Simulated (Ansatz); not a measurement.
Start from `C#[C][AlH][CH2]C` and change one atom or group to get `C=[N][AlH][CH2]C`.

Ansatz, PBE0-D4/def2-TZVP geometries, multiplicity 1. Each molecule was computed in one conformer, which needn't be the lowest.

```tsv
property	`C#[C][AlH][CH2]C`
HOMO–LUMO gap (B3LYP/def2-TZVPP) / eV	5.66
LUMO energy (B3LYP/def2-TZVPP) / eV	-1.68
LUMO energy (ωB97M-V/def2-TZVPP) / eV	0.21
HOMO–LUMO gap (ωB97M-V/def2-TZVPP) / eV	9.95
HOMO energy (ωB97M-V/def2-TZVPP) / eV	-9.74
size of the dipole moment (PBE/def2-TZVPP) / D	0.73
```

**Question.** Give the same properties after the change, and the shifts. (Best estimate.)

**Answer.** Computed: 
```json
{"property": "HOMO–LUMO gap (B3LYP/def2-TZVPP) / eV", "`C=[N][AlH][CH2]C`": "5.35", "shift": "-0.31"}
{"property": "LUMO energy (B3LYP/def2-TZVPP) / eV", "`C=[N][AlH][CH2]C`": "-1.02", "shift": "0.66"}
{"property": "LUMO energy (ωB97M-V/def2-TZVPP) / eV", "`C=[N][AlH][CH2]C`": "1.20", "shift": "0.99"}
{"property": "HOMO–LUMO gap (ωB97M-V/def2-TZVPP) / eV", "`C=[N][AlH][CH2]C`": "10.07", "shift": "0.12"}
{"property": "HOMO energy (ωB97M-V/def2-TZVPP) / eV", "`C=[N][AlH][CH2]C`": "-8.87", "shift": "0.87"}
{"property": "size of the dipole moment (PBE/def2-TZVPP) / D", "`C=[N][AlH][CH2]C`": "1.24", "shift": "0.51"}
```

With PBE0 the HOMO rises by 0.96 eV and the LUMO rises by 0.69 eV, so the gap narrows by about 0.27 eV. PBE moves the HOMO by 0.99 eV and ωB97M-V by 0.87 eV. Dipoles are sizes alone; their direction can turn.

B3LYP here is the variant with VWN-RPA as its local correlation; programs differ in this.
